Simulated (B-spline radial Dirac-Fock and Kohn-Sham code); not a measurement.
Method: multi-electron Dirac-Fock with separately optimised hole states, Breit and Lamb-shift corrections added in first order. Computed with an atomic code on a B-spline grid. No correlation.

Question: Identify the element and charge state from the binding energies below (tabulated ground configuration; the least bound level is included).

```
level  binding energy (eV)
   2s              17265.2
2p1/2              16695.5
2p3/2              15063.7
   3s               6561.4
3p1/2               6323.6
3p3/2               5915.0
   3d               5558.2
```

Answer: Ir⁵⁶⁺: Z = 77 with 21 electrons, [Ar] 3d3.
